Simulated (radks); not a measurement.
Problem. Br, 35 electrons, occupied as [Ar] 3d10 4s2 4p5. All-electron calculation, Dirac Kohn-Sham, PBE, spin-unpolarised, spherical densities, finite nucleus; open shells are shared between the two j in proportion to 2j + 1; Fermi nuclear charge, rms radius 4.1629 fm. Program: a radial shooting solver on a logarithmic mesh with Libxc functionals.

Spin-orbit splittings of the eigenvalues, e(l+1/2) - e(l-1/2), with zeta = 2 splitting/(2l+1) and mean radii in bohr:

shell  occ.  splitting (eV)  zeta (eV)  <r> j=l-1/2  <r> j=l+1/2
2p        6           47.50      31.67       0.1627       0.1666
3p        6           6.834      4.556       0.5570       0.5675
3d       10           1.085     0.4340       0.5880       0.5921
4p        5               ?          ?        2.073        2.122

Estimate the 4p splitting.

Solution. 0.4958 eV (zeta = 0.3305 eV).
